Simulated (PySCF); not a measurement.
Species: C2H4F3O2P.
Z-matrix (Å and degrees, HF/6-31G* geometry), rows numbered from 1:
```
C 
P   1  1.7946
O   2  1.4560  1  118.28
O   2  1.5942  1  103.39  3  -129.17
C   2  1.8557  1  104.43  3   124.97
F   5  1.3188  2  110.89  1   171.19
F   5  1.3247  2  111.25  1    51.13
F   5  1.3209  2  110.78  1   -68.42
H   1  1.0826  2  111.18  3   177.31
H   1  1.0837  2  108.35  3    57.21
H   1  1.0834  2  109.66  3   -61.34
H   4  0.9530  2  112.86  1   153.53
```

Theory: HF/6-31G* geometry optimisation, gas phase in PySCF 2.14.0.

Take the most abundant isotopes and a rigid rotor. The values belong to one conformer with, in the numbering `[CH3:1][P@:2](=[O:3])([OH:4])[C:5]([F:6])([F:7])[F:8]`, C1–P2–O4–H 154°.

(1) Give the principal moments of inertia and the rotational constants in MHz.

(2) Classify the top.

(3) Is it planar, by Δ = Ic − Ia − Ib?

(4) Give the other two planar moments, Paa and Pbb, and the rms extents of the mass along the axes.

(5) Give the coordinates in the principal-axis frame, origin at the centre of mass.

(6) Where do the levels up to J = 4 lie, in K?

(7) Predict some low-J microwave lines.

(8) Estimate the classical rotational partition function at 25 K, 200 K and 298.15 K.

## Answers

(1) Ia = 209.32, Ib = 341.21, Ic = 351.12 u·Å²; 505379 MHz·u·Å²/I gives A = 2414, B = 1481, C = 1439 MHz.

(2) A near-prolate asymmetric top: κ = (2 × 1481 − 2414 − 1439)/(2414 − 1439) = -0.91.

(3) Not planar: Δ = Ic − Ia − Ib = -199.42 u·Å². For a rigid frame Δ = −2 Σ m c², so Σ m c² = 99.71 u·Å² lies off the ab plane: 3.90 from hydrogen and 95.80 from heavier atoms. The atom farthest from that plane is 1.48 Å away.

(4) Paa = Σ m a² = (Ib + Ic − Ia)/2 = 241.50 and Pbb = Σ m b² = (Ia + Ic − Ib)/2 = 109.61 u·Å². With the mass M = 147.99 u, the rms extents √(P/M) along a, b and c are 1.28, 0.86, 0.82 Å.

(5) The sense of each axis is arbitrary; atoms in the order of the calculation.
| atom | mass (u) | a (Å) | b (Å) | c (Å) |
| --- | --- | --- | --- | --- |
| C1 | 12.000 | -1.420 | -1.638 | 0.182 |
| P2 | 30.974 | -0.897 | 0.077 | 0.099 |
| O3 | 15.995 | -1.347 | 0.986 | 1.144 |
| O4 | 15.995 | -1.267 | 0.504 | -1.391 |
| C5 | 12.000 | 0.954 | -0.008 | 0.012 |
| F6 | 18.998 | 1.468 | 1.180 | -0.241 |
| F7 | 18.998 | 1.353 | -0.836 | -0.942 |
| F8 | 18.998 | 1.458 | -0.445 | 1.153 |
| H9 | 1.008 | -1.061 | -2.198 | -0.672 |
| H10 | 1.008 | -2.504 | -1.664 | 0.196 |
| H11 | 1.008 | -1.049 | -2.089 | 1.094 |
| H12 | 1.008 | -1.429 | 1.439 | -1.479 |

(6) Above 0(0,0), as E/k:
J = 1: 1(0,1) 0.140, 1(1,1) 0.185, 1(1,0) 0.187
J = 2: 2(0,2) 0.420, 2(1,2) 0.463, 2(1,1) 0.469, 2(2,1) 0.604, 2(2,0) 0.604
J = 3: 3(0,3) 0.841, 3(1,3) 0.881, 3(1,2) 0.893, 3(2,2) 1.024, 3(2,1) 1.024, 3(3,1) 1.253, 3(3,0) 1.253
J = 4: 4(0,4) 1.401, 4(1,4) 1.437, 4(1,3) 1.457, 4(2,3) 1.585, 4(2,2) 1.586, 4(3,2) 1.814, 4(3,1) 1.814, 4(4,1) 2.134, 4(4,0) 2.134
The levels of one J sum to (2J + 1)J(J + 1)(A + B + C)/3.

(7) The dipole components are |μa| = 1.11 D, |μb| = 1.77 D, |μc| = 2.06 D. Intensities carry the squares of the components, which stand as 0.29 : 0.74 : 1.00 (a : b : c). Some lines, for components of 0.1 D or more:

| type | branch | J(Ka,Kc) | MHz | lower level (cm⁻¹) |
| --- | --- | --- | --- | --- |
| c | Q | 2(1,2) ← 2(0,2) | 893 | 0.292 |
| b | Q | 3(1,2) ← 3(0,3) | 1085 | 0.584 |
| c | Q | 3(2,2) ← 3(1,2) | 2738 | 0.620 |
| b | Q | 3(2,1) ← 3(1,2) | 2745 | 0.620 |
| c | Q | 2(2,1) ← 2(1,1) | 2800 | 0.326 |
| b | Q | 2(2,0) ← 2(1,1) | 2801 | 0.326 |
| a | R | 1(0,1) ← 0(0,0) | 2920 | 0.000 |
| b | Q | 2(2,1) ← 2(1,2) | 2925 | 0.322 |
| b | R | 1(1,1) ← 0(0,0) | 3854 | 0.000 |
| c | R | 1(1,0) ← 0(0,0) | 3895 | 0.000 |
| b | R | 3(1,2) ← 2(2,1) | 6023 | 0.420 |
| c | R | 2(1,1) ← 1(0,1) | 6858 | 0.097 |
| c | R | 2(2,0) ← 1(1,0) | 8684 | 0.130 |
| a | R | 3(0,3) ← 2(0,2) | 8756 | 0.292 |
| a | R | 3(2,2) ← 2(2,1) | 8761 | 0.420 |
| a | R | 3(2,1) ← 2(2,0) | 8767 | 0.420 |
| b | R | 3(1,3) ← 2(0,2) | 9591 | 0.292 |
| c | R | 3(1,2) ← 2(0,2) | 9841 | 0.292 |
| b | R | 3(2,2) ← 2(1,1) | 11561 | 0.326 |
| c | R | 3(2,1) ← 2(1,1) | 11568 | 0.326 |
| b | R | 3(2,1) ← 2(1,2) | 11693 | 0.322 |
| c | R | 3(3,1) ← 2(2,1) | 13533 | 0.420 |
| b | R | 3(3,0) ← 2(2,1) | 13533 | 0.420 |

(8) Point group C1, symmetry number σ = 1; q = (√π/σ)·√((kT/h)³/(ABC)), k/h = 20836.6 MHz/K: 9290 at 25 K, 210000 at 200 K, 383000 at 298.15 K.

No HF/6-31G* frequencies stand behind this structure, so it isn't proved a minimum. No vibrational averaging or centrifugal distortion is included, and the geometry carries the error of its method. A rigid rotor knows nothing of internal rotation, which can split or shift real lines.
